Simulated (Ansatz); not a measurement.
Two isomers of CH7BOSSi: A = `BO[SiH2]SC`, B = `[SiH3]BOCS`.

Isolated molecules relaxed with PBE0-D4/def2-TZVP in Ansatz; ΔE leaves out vibrations. CCSD(T)/CBS adds triple-zeta CCSD(T) − MP2 to the extrapolated MP2 energy (def2 sets, frozen cores). Functionals use def2-TZVPP. B3LYP here is the variant with VWN-RPA as its local correlation; programs differ in this. Each species was taken in one conformer, which may not be the lowest.

Which isomer does CCSD(T)/CBS put lower? Give the gap. (Best estimate.)

Computed: A, by 59.8 kcal/mol.

Give E(B) − E(A) in kcal/mol with CCSD(T)/def2-TZVPP, MP2/def2-TZVPP, HF/def2-TZVPP, B3LYP, PBE0-D4, B3LYP-D4, PBE-D4. (An estimate is asked.)

The calculation gave: CCSD(T)/def2-TZVPP 57.7, MP2/def2-TZVPP 62.2, HF/def2-TZVPP 62.0, B3LYP 56.6, PBE0-D4 56.3, B3LYP-D4 57.9, PBE-D4 53.5. None reverses the order clearly.

Largest T1 diagnostic: 0.014.

From PBE to PBE0 (25 % exact exchange), in def2-TZVPP and without D4, E(B) − E(A) moves by +2.9 kcal/mol. The D4 term adds +1.3 kcal/mol with B3LYP and +0.7 kcal/mol with PBE0; it sums over pairs of atoms, weighted by their polarisabilities, and B3LYP, whose exchange is more repulsive, gets the larger term.
